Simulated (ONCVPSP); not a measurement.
**Potentials for strontium compared**

Generated with ld1.x 7.5 (TM, RRKJ, ultrasoft, PAW), atompaw 4.2 or ONCVPSP 4.0.1. The cutoff is in Ry: for ld1.x and atompaw files where the sum of valence levels is converged to 10 mRy in a Bessel basis, for ONCV files where the hardest occupied wave has 1 mHa per electron of residual kinetic energy. The error is the largest all-electron minus pseudo excitation energy over each file’s own four to seven test configurations (ionisations up to +4, promotions, holes and added fractions of an electron), all of which were solved. The labels leave out finer settings (local radius, basis sizes, second energies), which also bear on the numbers. Spin-polarised tests are not counted. The rows are a selection from randomly drawn settings: files with unsolved tests, undetermined cutoffs or missed reference levels are left out.

A true bound ghost makes a file unfit for plane-wave use even where its test errors are small: the radial tests pick states by their node count and pass the ghost by.

| potential | cutoff (Ry) | largest error (meV) | bound ghosts |
| --- | --- | --- | --- |
| ONCV, PBEsol, non-relativistic, rc 1.45/1.65/1.45 (spd), local smoothed, core correction yes, reference 4s2 4p6, qcut 3.6/4.2/5.6, projectors 2/2/1 | 109 | -5.4 | none |
| ONCV, PBE, scalar-relativistic, rc 2.65/1.75/2.85 (spd), local smoothed, core correction no, reference 4s2 4p6 5s1.5, qcut 4.6/5.2/4, projectors 2/2/2 | 29 | -2.8 | none |
| ONCV, revPBE, scalar-relativistic, rc 2.90/1.95/2.70 (spd), local smoothed, core correction no, reference 4p6 5s0.5, qcut 1.9/8.9/4.2, projectors 1/2/3 | 40 | +49 | none |
| ONCV, PBEsol, scalar-relativistic, rc 1.80/2.35/2.20 (spd), local smoothed, core correction yes, reference 4s2 4p6 5s2, qcut 7.3/4.7/4, projectors 3/3/2 | 34 | -27 | d |
| ONCV, LDA (Perdew-Wang 92), scalar-relativistic, rc 2.00/1.60/1.65 (spd), local smoothed, core correction yes, reference 4s2 4p6 5s1.5, qcut 6.2/4.7/6.9, projectors 2/3/1 | 30 | -1.6 | none |

Task: Fill in the row for Sr: ONCV, PBE, non-relativistic, rc 1.85/2.00/1.90 (spd), local smoothed, core correction yes, reference 4s2 4p6 5s2, qcut 7.8/6/5.2, projectors 2/3/1.

Result: cutoff 35 Ry, largest error -7.7 meV, bound ghosts: none.

Task: Fill in the row for Sr: ONCV, PBE, scalar-relativistic, rc 3.90/2.40/4.25 (spd), local smoothed, core correction no, reference 4p6 5s1.5 5p0.5, qcut 1.8/6.5/2, projectors 2/2/2.

Result: cutoff 16 Ry, largest error +30 meV, bound ghosts: none.
